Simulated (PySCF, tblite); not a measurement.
Isomers of C7H12N2Si, one GFN2-xTB conformer each. Single-point energies are computed at PBE0/pcSseg-1 (PySCF, gas phase, no added dispersion term), electronic only.

Task: Rank them by PBE0/pcSseg-1 energy, lowest first (kcal/mol).
A. `[CH:1]#[C:2][C@@H:3]([C:4]#[N:5])[CH2:6][SiH2:7][CH2:8][NH:9][CH3:10]` with C2–C3–C6–Si7 170°, C3–C6–Si7–C8 62°, C6–Si7–C8–N9 57°, Si7–C8–N9–C10 169°
B. `[CH2:1]=[CH:2][c:3]1[cH:4][n:5][n:6]([SiH:7]([CH3:8])[CH3:9])[cH:10]1` with C1–C2–C3–C4 180°, N5–N6–Si7–C8 60°
C. `C[Si](C)(C)c1ccnnc1`
D. `[CH2:1]=[CH:2]/[C:3]([CH3:4])=[N:5]/[C@@H:6]([SiH3:7])[CH2:8][C:9]#[N:10]` with C1–C2–C3–C4 -2°, C3–N5–C6–Si7 89°, N5–C6–C8–C9 180°

Result: B (0.0), C (7.2), D (47.4), A (75.3).

As drawn, the lowest has an aromatic ring, an N–N linkage and a C=C bond outside aromatic rings, which the highest lacks; the highest has a C≡N group, a C≡C bond and an N–H bond, which the lowest lacks. GFN2-xTB itself gives, in the same order: 0.0, 27.6, 38.7, 71.1. Both levels put the same isomer lowest; measured from each level's own lowest isomer, the values differ by up to 20.4 kcal/mol (C[Si](C)(C)c1ccnnc1: 27.6 against 7.2).

Task: Which frontier levels, dipoles and rotational constants go with these structures?

Result: 
| SMILES | HOMO (eV, PBE0/pcSseg-1) | LUMO (eV) | dipole (D) | A, B, C (MHz) |
| --- | --- | --- | --- | --- |
| C=Cc1cnn([SiH](C)C)c1 | -6.28 | -0.46 | 1.74 | 2726, 570.7, 556.9 |
| C[Si](C)(C)c1ccnnc1 | -6.47 | -1.43 | 4.87 | 2055, 719.8, 646.8 |
| C=C/C(C)=N/[C@@H]([SiH3])CC#N | -7.35 | -1.42 | 4.49 | 2350, 530.7, 490.6 |
| C#C[C@@H](C#N)C[SiH2]CNC | -6.37 | 0.02 | 2.46 | 1806, 661.4, 531.3 |

Task: What happens when harmonic zero-point energies from GFN2-xTB frequencies are added?

Result: 
```json
{"SMILES": "C=Cc1cnn([SiH](C)C)c1", "ZPE (kcal/mol)": "108.5", "electronic (kcal/mol)": "0.0", "with ZPE (kcal/mol)": "0.0"}
{"SMILES": "C[Si](C)(C)c1ccnnc1", "ZPE (kcal/mol)": "109.6", "electronic (kcal/mol)": "7.2", "with ZPE (kcal/mol)": "8.3"}
{"SMILES": "C=C/C(C)=N/[C@@H]([SiH3])CC#N", "ZPE (kcal/mol)": "104.7", "electronic (kcal/mol)": "47.4", "with ZPE (kcal/mol)": "43.6"}
{"SMILES": "C#C[C@@H](C#N)C[SiH2]CNC", "ZPE (kcal/mol)": "106.3", "electronic (kcal/mol)": "75.3", "with ZPE (kcal/mol)": "73.2"}
```

The zero-point energies span 4.9 kcal/mol. The order is unchanged.

Task: As an exercise, what shares would exp(−E/RT) give at 1000 K from these electronic energies alone (no entropy, no degeneracies)?

Result: RT = 1.987 kcal/mol: C=Cc1cnn([SiH](C)C)c1 97.4 %, C[Si](C)(C)c1ccnnc1 2.6 %, C=C/C(C)=N/[C@@H]([SiH3])CC#N under 0.1 %, C#C[C@@H](C#N)C[SiH2]CNC under 0.1 %.
